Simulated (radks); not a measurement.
Task: The cobalt ion Co4+, [Ar] 3d5. Calculated with a radial shooting solver on a logarithmic mesh with Libxc functionals: non-relativistic Kohn-Sham, LDA (Slater exchange, Perdew-Wang correlation), spin-polarised, spherical densities, point nucleus. Every spin shell is full or empty, so the densities are truly spherical. Functionals are evaluated on that one density, not self-consistently. Rank these exchange functionals by their error against the exact value of the orbitals, and give that value: LDA, B88, PBEsol, revPBE, OPTX, WC, AM05, SOGGA, B86b, G96, EV93, r2SCAN, MS2, TASK, MVS.

Result: Exact: -56.5562 hartree. From best to worst, with 100 (|E| - |E exact|)/|E exact| (equal figures are ties): r2SCAN -0.01, B88 +0.03, B86b +0.05, MVS -0.06, revPBE -0.20, G96 +0.25, MS2 -0.25, EV93 +0.42, OPTX +0.56, WC -1.22, TASK -2.63, PBEsol -2.91, SOGGA -2.94, AM05 -5.81, LDA -6.48.
